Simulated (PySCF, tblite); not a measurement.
Compound: C5H12Si2.
Numbering: `[CH3:1][CH2:2][CH2:3][SiH2:4][C:5]#[C:6][SiH3:7]` (hydrogens: H8, H9, H10 on C1; H11, H12 on C2; H13, H14 on C3; H15, H16 on Si4; H17, H18, H19 on Si7)

Computed with GFN2-xTB (tblite), gas phase: nudged elastic band of 9 images (0 to 8), spring 0.2 eV/Å², climbing image at the end, force threshold 0.05 eV/Å. The top image wasn't refined or checked by frequencies; at this threshold it can lie a kcal/mol or more above the true saddle point of the method.

Path: rotation about C2–C3 (chain CH2 carbon, sp3 carbon bound to silicon), followed by the dihedral C1–C2–C3–Si4.

Image 0 (start, dihedral -179°):
```
atom  x, y, z in Å
C1     -2.939   -0.385   -0.664
C2     -1.721   -0.228    0.239
C3     -1.220    1.213    0.271
Si4     0.322    1.445    1.364
C5      1.658    0.363    0.677
C6      2.511   -0.355    0.204
Si7     3.813   -1.447   -0.524
H8     -3.754    0.248   -0.318
H9     -2.695   -0.100   -1.685
H10    -3.285   -1.417   -0.669
H11    -0.920   -0.882   -0.115
H12    -1.981   -0.548    1.252
H13    -2.025    1.860    0.626
H14    -0.998    1.530   -0.751
H15     0.041    1.028    2.744
H16     0.773    2.842    1.321
H17     4.098   -0.981   -1.884
H18     3.301   -2.821   -0.549
H19     5.012   -1.357    0.313
```

Image 8 (end, +0.003 eV, dihedral -68°):
```
atom  x, y, z in Å
C1     -1.675   -0.925   -0.302
C2     -2.296    0.198    0.519
C3     -1.447    1.468    0.514
Si4     0.213    1.336    1.442
C5      1.421    0.330    0.462
C6      2.201   -0.331   -0.187
Si7     3.373   -1.346   -1.193
H8     -1.536   -0.608   -1.334
H9     -0.703   -1.204    0.099
H10    -2.318   -1.802   -0.297
H11    -2.439   -0.142    1.548
H12    -3.286    0.426    0.113
H13    -2.029    2.273    0.969
H14    -1.271    1.768   -0.522
H15     0.012    0.684    2.744
H16     0.782    2.681    1.609
H17     3.556   -0.682   -2.487
H18     2.786   -2.677   -1.373
H19     4.645   -1.438   -0.472
```

Problem. What do the inner images look like?

Solution. 
Image 1: +0.013 eV, dihedral -167°
```
atom  x, y, z in Å
C1     -2.788   -0.437   -0.749
C2     -1.758   -0.205    0.350
C3     -1.240    1.232    0.349
Si4     0.319    1.469    1.416
C5      1.629    0.383    0.683
C6      2.457   -0.341    0.176
Si7     3.720   -1.448   -0.599
H8     -3.641    0.228   -0.626
H9     -2.346   -0.247   -1.725
H10    -3.147   -1.464   -0.731
H11    -0.923   -0.895    0.204
H12    -2.204   -0.430    1.322
H13    -2.037    1.901    0.680
H14    -1.006    1.518   -0.680
H15     0.086    1.051    2.804
H16     0.765    2.867    1.355
H17     3.935   -1.007   -1.980
H18     3.208   -2.821   -0.574
H19     4.960   -1.345    0.176
```

Image 2: +0.046 eV, dihedral -153°
```
atom  x, y, z in Å
C1     -2.605   -0.498   -0.811
C2     -1.801   -0.174    0.442
C3     -1.274    1.263    0.425
Si4     0.313    1.495    1.452
C5      1.587    0.396    0.676
C6      2.391   -0.336    0.141
Si7     3.620   -1.453   -0.672
H8     -3.451    0.177   -0.917
H9     -1.974   -0.397   -1.693
H10    -2.980   -1.519   -0.776
H11    -0.967   -0.877    0.510
H12    -2.425   -0.323    1.327
H13    -2.059    1.942    0.762
H14    -1.054    1.543   -0.608
H15     0.121    1.080    2.847
H16     0.768    2.889    1.373
H17     3.796   -1.018   -2.061
H18     3.099   -2.823   -0.629
H19     4.884   -1.358    0.063
```

Image 3: +0.087 eV, dihedral -139°
```
atom  x, y, z in Å
C1     -2.398   -0.561   -0.845
C2     -1.857   -0.137    0.515
C3     -1.317    1.300    0.493
Si4     0.303    1.515    1.471
C5      1.543    0.404    0.658
C6      2.325   -0.335    0.101
Si7     3.522   -1.462   -0.745
H8     -3.199    0.101   -1.169
H9     -1.603   -0.527   -1.587
H10    -2.785   -1.577   -0.806
H11    -1.067   -0.836    0.801
H12    -2.647   -0.219    1.265
H13    -2.082    1.987    0.858
H14    -1.126    1.589   -0.543
H15     0.143    1.095    2.869
H16     0.772    2.904    1.385
H17     3.668   -1.024   -2.137
H18     2.990   -2.827   -0.693
H19     4.805   -1.381   -0.041
```

Image 4 (top): +0.109 eV, dihedral -124°
```
atom  x, y, z in Å
C1     -2.176   -0.621   -0.844
C2     -1.923   -0.094    0.564
C3     -1.365    1.340    0.549
Si4     0.288    1.524    1.476
C5      1.497    0.404    0.631
C6      2.261   -0.339    0.056
Si7     3.431   -1.472   -0.818
H8     -2.893    0.009   -1.368
H9     -1.247   -0.632   -1.411
H10    -2.570   -1.634   -0.810
H11    -1.227   -0.773    1.062
H12    -2.856   -0.121    1.131
H13    -2.102    2.028    0.965
H14    -1.220    1.653   -0.487
H15     0.151    1.096    2.874
H16     0.772    2.908    1.391
H17     3.556   -1.025   -2.209
H18     2.885   -2.832   -0.765
H19     4.727   -1.409   -0.137
```

Image 5: +0.093 eV, dihedral -109°
```
atom  x, y, z in Å
C1     -1.950   -0.675   -0.803
C2     -1.992   -0.048    0.585
C3     -1.415    1.377    0.590
Si4     0.267    1.523    1.471
C5      1.452    0.399    0.601
C6      2.203   -0.345    0.009
Si7     3.347   -1.482   -0.893
H8     -2.545   -0.090   -1.503
H9     -0.926   -0.716   -1.169
H10    -2.349   -1.687   -0.779
H11    -1.436   -0.690    1.273
H12    -3.028   -0.030    0.933
H13    -2.122    2.059    1.065
H14    -1.316    1.723   -0.441
H15     0.144    1.082    2.869
H16     0.767    2.901    1.398
H17     3.457   -1.018   -2.280
H18     2.781   -2.833   -0.848
H19     4.651   -1.441   -0.228
```

Image 6: +0.050 eV, dihedral -94°
```
atom  x, y, z in Å
C1     -1.724   -0.730   -0.717
C2     -2.060    0.000    0.577
C3     -1.460    1.412    0.614
Si4     0.239    1.512    1.469
C5      1.413    0.396    0.574
C6      2.151   -0.345   -0.037
Si7     3.261   -1.484   -0.977
H8     -2.143   -0.198   -1.570
H9     -0.647   -0.798   -0.849
H10    -2.139   -1.736   -0.707
H11    -1.694   -0.588    1.423
H12    -3.148    0.059    0.674
H13    -2.145    2.082    1.138
H14    -1.391    1.791   -0.407
H15     0.122    1.050    2.860
H16     0.755    2.886    1.417
H17     3.360   -0.995   -2.355
H18     2.668   -2.825   -0.950
H19     4.573   -1.481   -0.325
```

Image 7: +0.026 eV, dihedral -77°
```
atom  x, y, z in Å
C1     -1.504   -0.805   -0.561
C2     -2.130    0.055    0.530
C3     -1.493    1.443    0.614
Si4     0.207    1.492    1.476
C5      1.398    0.414    0.555
C6      2.124   -0.316   -0.084
Si7     3.170   -1.467   -1.082
H8     -1.636   -0.337   -1.536
H9     -0.440   -0.933   -0.388
H10    -1.971   -1.788   -0.588
H11    -2.032   -0.454    1.492
H12    -3.200    0.159    0.324
H13    -2.168    2.105    1.162
H14    -1.416    1.855   -0.395
H15     0.079    0.981    2.849
H16     0.728    2.865    1.471
H17     3.263   -0.938   -2.446
H18     2.521   -2.782   -1.091
H19     4.490   -1.540   -0.451
```

The largest changes of bonds and angles from start to top: C2–C3 1.526 → 1.539 Å, C3–C2–H11 109.4 → 110.6°, C1–C2–H11 109.4 → 108.2°, Si4–C3–H14 109.7 → 108.6°. GFN2-xTB torsional profiles can miss by a kcal/mol or more and can put conformers in the wrong order.

Problem. What do single points at PBE0/pcSseg-1 (PySCF, no dispersion term) give on some images?

Solution. 
| image | GFN2-xTB E (eV) | DFT E (eV) | HOMO (eV) | LUMO (eV) | dipole (D) |
| --- | --- | --- | --- | --- | --- |
| 0 | 0.000 | 0.000 | -7.90 | -0.39 | 0.70 |
| 2 | 0.046 | 0.055 | -7.91 | -0.39 | 0.68 |
| 4 | 0.109 | 0.131 | -7.89 | -0.41 | 0.68 |
| 6 | 0.050 | 0.094 | -7.81 | -0.44 | 0.68 |
| 8 | 0.003 | 0.061 | -7.80 | -0.41 | 0.73 |

Energies count from image 0 at each level. At the GFN2-xTB top the DFT energy is 3.0 kcal/mol against 2.5; the geometries weren't optimised at the DFT level.

What follows is the cost of the whole band run. On Arm Neoverse N1, one thread, no GPU, shared host with 64 logical CPUs at a one-minute load of 14, this took 9.6 s and 0.19 GiB of memory at its peak.
